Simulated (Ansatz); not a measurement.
**Scan of the C1–H7 bond length**

C2H3BCl2 (SMILES C=CB(Cl)Cl), closed shell, at its PBE0-D4/def2-TZVP minimum:

```tsv
atom	x (Å)	y (Å)	z (Å)
C1	0.4841	0.9233	0.8020
C2	-0.0578	-0.2568	0.4956
B3	-0.3656	-0.6962	-0.9447
Cl4	-1.0767	-2.2668	-1.2444
Cl5	-0.0270	0.3303	-2.3229
H6	0.6931	1.2128	1.8271
H7	0.7377	1.6430	0.0299
H8	-0.2957	-0.9468	1.3017
```

The bond length C1–H7 (1.086 Å at the minimum) is set to the values below, the two halves moving rigidly along the bond. Each method's energies count from its own value at the PBE0-D4 minimum structure. Computed with Ansatz 0.2.0 (basis: def2-TZVPP); correlated methods freeze the cores.

CCSD(T) energies along the scan:
| bond length (Å) | CCSD(T) (kcal/mol) |
| --- | --- |
| 0.890 | 22.64 |
| 0.936 | 11.94 |
| 1.003 | 3.12 |
| 1.081 | 0.00 |
| 1.168 | 2.40 |
| 1.261 | 9.08 |
| 1.361 | 18.85 |
| 1.465 | 30.27 |
| 1.574 | 42.51 |
They count from the CCSD(T) energy at the PBE0-D4 minimum.

Minimum and curvature along this coordinate at CCSD(T): A fifth-order fit through the nearest points gives 1.084 Å, with a curvature of about 35 eV/Å².

Q: Treat the two halves as rigid bodies and work out the harmonic wavenumber of this stretch from that curvature (ν̃ = 521.5 √(k/μ) cm⁻¹ with k in eV/Å² and μ in u).

A: The halves weigh 107.76 and 1.01 u, so μ = 107.76 × 1.01/108.77 = 1.001 u and ν̃ = 521.5 √(35/1.001) ≈ 3100 cm⁻¹. A true normal mode mixes in other motions, so this is a guide only.

Largest difference from the CCSD(T) curve over the scan: PBE-D4 3.08; r2SCAN-D4 0.23; HF 7.94; MP2 2.14 kcal/mol. Each curve counts from its own value at the minimum.

T1 diagnostic: at most 0.013. The restricted Hartree–Fock reference is unstable towards an unrestricted one here.

For scale, one of the runs: CCSD(T)/def2-TZVPP, 219 basis functions (an equivalent command: `ansatz run in.yaml --threads 4`). The run took 22 s on 4 CPU threads (shared host), with 3.4 GiB of host memory at its peak.
